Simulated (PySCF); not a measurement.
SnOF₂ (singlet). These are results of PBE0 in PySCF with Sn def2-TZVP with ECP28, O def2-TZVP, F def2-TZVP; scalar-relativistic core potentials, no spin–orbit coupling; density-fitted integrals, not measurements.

Harmonic bands of its minimum:

```csv
ω (cm⁻¹),IR (km/mol)
142,47.4
153,45.0
192,16.5
641,98.7
650,50.2
847,46.0
```

Problem. The central atom is Sn. Infer the point group and assign the bands.

Solution. C2v. The modes span 2b2 + b1 + 3a1: 142 b2, 153 b1, 192 a1, 641 b2, 650 a1, 847 a1. The computed geometry has Sn–F 1.893 Å (×2), Sn–O 1.810 Å; F–Sn–F 97.5°, F–Sn–O 131.2° (×2).

Other isomers or separated fragments may lie lower.
